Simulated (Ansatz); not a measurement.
This geometry of AlH$_{7}$OSSi (11 atoms, charge 0, multiplicity 1) is a first-order saddle point.

The calculation used RKS PBE-D4/def2-SVP in Ansatz 0.2.0.

```xyz
11
Properties=species:S:1:pos:R:3
Al -0.092 -0.663 -1.480
S 2.211 0.145 -1.290
H -0.121 -2.251 -1.312
H -0.834 0.150 -2.634
H 1.147 0.444 -0.155
O -0.129 0.223 0.162
Si -1.020 0.644 1.538
H 2.656 -0.986 -0.672
H -0.056 0.814 2.678
H -1.763 1.932 1.314
H -1.999 -0.453 1.851
```

Problem. Which two structures does it join? (They come from a converged band through this point; their orientation in space is the band's.)

Solution. Bonds broken: H5–O6. Bonds formed: S2–H5.

Image 0:

```xyz
11
Properties=species:S:1:pos:R:3
Al 0.095 -0.694 -1.412
S 2.170 0.256 -1.623
H 0.065 -2.292 -1.352
H -1.081 0.184 -2.060
H 1.024 0.358 0.391
O 0.118 -0.063 0.493
Si -1.074 0.658 1.520
H 2.842 -0.891 -1.318
H -0.525 0.668 2.915
H -1.370 2.052 1.055
H -2.263 -0.237 1.391
```

Image 8:

```xyz
11
Properties=species:S:1:pos:R:3
Al -0.271 -0.680 -1.440
S 2.282 -0.174 -1.326
H -0.122 -2.252 -1.700
H -0.619 0.367 -2.602
H 2.146 1.082 -0.812
O -0.643 -0.204 0.191
Si -1.182 0.476 1.594
H 2.446 -0.717 -0.086
H -0.026 0.668 2.551
H -1.805 1.831 1.355
H -2.206 -0.397 2.275
```

Problem. How far does it lie above each of them?

Solution. 0.216 eV above the first and 0.168 eV above the second. This is the barrier of this one path; another mechanism may lie lower. The orbitals stay closed-shell, which can raise the energy where a bond breaks towards radicals; this wasn't checked here.

Run time: 100 s on 2 threads of Intel(R) Xeon(R) 6975P-C (Granite Rapids), on a shared host, peak memory 0.16 GiB.
